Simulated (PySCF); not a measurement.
**Ionising KBi**

PBE; basis K def2-SVP, Bi def2-SVP with ECP60; scalar-relativistic core potentials; PySCF 2.14. Neutral (UKS): triplet (π ↑↑), Re = 3.425 Å, ωe = 124 cm⁻¹, De = 1.13 eV, HOMO -3.07 eV, LUMO -2.37 eV.

KBi⁺ (UKS): quartet (σ ↑, π ↑↑), Re = 3.937 Å, ωe = 56.0 cm⁻¹. The energies at the minima are -814.28547 hartree for KBi and -814.08881 for KBi⁺.

**Question.** Work out the adiabatic ionisation energy, without and with harmonic zero-point energies (1 hartree = 27.2114 eV, 1 eV = 8065.5 cm⁻¹), and the change of the bond length.

**Answer.** At PBE: 0.19666 hartree = 5.351 eV between the minima; the zero-point term (56.0 − 124.0)/2 cm⁻¹ = -0.004 eV makes it 5.347 eV. Re changes by +51.2 pm against the neutral. The electron leaves a σ orbital, and the ion is left as a loose complex of an ion and an atom.

These are scalar-relativistic numbers at best; spin–orbit coupling would shift them, the dissociation energy most. States were picked by a PBE0 search and need not be the measured ground states.
